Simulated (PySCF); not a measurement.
Predicted microwave data (PBE0/pcSseg-1 in PySCF (dipole) on a GFN2-xTB geometry, gas phase) for one isomer of C4H11NO3Si2:

```
Rotational constants : A = 3362, B = 305.8, C = 293.5 MHz
Dipole components    : |μa| = 1.03 D, |μb| = 1.09 D, |μc| = 0.69 D
Inertial defect      : -81.20 u·Å²
κ                    : -0.99
```

Problem. Which candidate fits, each taken in the one conformer that was computed?
A. `[CH2:1]=[C:2]([O:3][C:4](=[O:5])[O:6][CH3:7])[N:8]([SiH3:9])[SiH3:10]` with C1–C2–O3–C4 -57°, C2–O3–C4–O5 -1°, O3–C4–O6–C7 179°
B. `[NH2:1][C:2](=[O:3])[CH2:4][CH2:5][O:6][C:7](=[O:8])[SiH2:9][SiH3:10]` with H–N1–C2–O3 180° and 0°, N1–C2–C4–C5 60°, C2–C4–C5–O6 -131°, C4–C5–O6–C7 77°, C5–O6–C7–O8 -1°
C. `[CH2:1]=[N:2][SiH2:3][Si@H:4]([O:5][CH3:6])[C:7](=[O:8])[O:9][CH3:10]` with C1–N2–Si3–Si4 -112°, N2–Si3–Si4–O5 -174°, Si3–Si4–O5–C6 -176°, Si3–Si4–C7–O8 -26°, Si4–C7–O9–C10 -179°
D. `[CH3:1][NH:2][SiH2:3][O:4][C:5](=[O:6])/[CH:7]=[CH:8]/[O:9][SiH3:10]` with C1–N2–Si3–O4 -171°, N2–Si3–O4–C5 -53°, Si3–O4–C5–O6 1°, O4–C5–C7–C8 180°, C7–C8–O9–Si10 -1°

Solution. D. It is CN[SiH2]OC(=O)/C=C/O[SiH3], a near-prolate asymmetric top, point group C1. The candidates at the same level (rigid rotor, commonest isotopes):

```
                      SMILES  A (MHz)  B (MHz)  C (MHz)  μa (D)  μb (D)  μc (D)  Δ (u·Å²)  point group                        rotor
  C=N[SiH2][Si@H](OC)C(=O)OC     1256    662.5    458.7    2.36    0.19    0.36    -63.26           C1               asymmetric top
  NC(=O)CCOC(=O)[SiH2][SiH3]     2687    362.3    350.8    4.50    0.35    0.03   -142.22           C1  near-prolate asymmetric top
C=C(OC(=O)OC)N([SiH3])[SiH3]     1987    561.6    468.0    0.58    0.89    0.07    -74.22           C1               asymmetric top
  CN[SiH2]OC(=O)/C=C/O[SiH3]     3362    305.8    293.5    1.03    1.09    0.69    -81.20           C1  near-prolate asymmetric top
```

`C=C(OC(=O)OC)N([SiH3])[SiH3]` has B 84 % too high; `NC(=O)CCOC(=O)[SiH2][SiH3]` has A 20 % too low; `C=N[SiH2][Si@H](OC)C(=O)OC` has B 117 % too high. No structure here is proved a minimum.
